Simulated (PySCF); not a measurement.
Compound: C6H5F5O2.
Numbering: `[CH3:1][O:2][C@@:3]1([C:4](=[O:5])[F:6])[CH2:7][C@:8]1([F:9])[C:10]([F:11])([F:12])[F:13]`

Probes without a nucleus sit at each ring's centroid and 1 Å off its mean plane on both sides; NICS is minus the shielding there, NICSzz its component along the normal. Level: GIAO PBE0/pcSseg-1 (PySCF, non-relativistic, gas phase) on the GFN2-xTB geometry, one conformer.

Ring bond lengths (Å), with Mayer bond orders in brackets: C3–C7 1.517 (0.89), C7–C8 1.489 (0.93), C8–C3 1.542 (0.80).

Question: What do the NICS probes read (ppm)?

Answer: 
| ring | type | NICS(0) | NICS(1), two faces | NICS(1)zz, two faces | rms pucker (Å) | centre to ring atoms, mean (Å) |
| --- | --- | --- | --- | --- | --- | --- |
| C3–C7–C8 | 3-membered carbocycle; formal bonds all single | -34.3 | -5.6 / -9.6 | -10.9 / -24.6 | 0.00 | 0.88 |

Question: What can be read from them?

Answer: 
- C3–C7–C8: mean NICS(1)zz -17.7 ppm, shielded. C3, C7, C8 have four or more neighbours, so the value isn't read as a sign of a π ring current. The two faces differ by 13.7 ppm, so no symmetry operation interchanges them. NICS(0) lies 27 ppm below the mean NICS(1).

Question: Give the inner angles of the rings and the Hirshfeld charges of the ring atoms.

Answer: 
- C3–C7–C8: C3 58.3° (+0.054 e), C7 61.7° (-0.090 e), C8 60.0° (+0.061 e); sum 180.0° against 180° for a flat convex ring.

Shape of the structure used: `[CH3:1][O:2][C@@:3]1([C:4](=[O:5])[F:6])[CH2:7][C@:8]1([F:9])[C:10]([F:11])([F:12])[F:13]`: C1–O2–C3–C4 70°, O2–C3–C4–O5 -13°, C7–C8–C10–F11 128°.
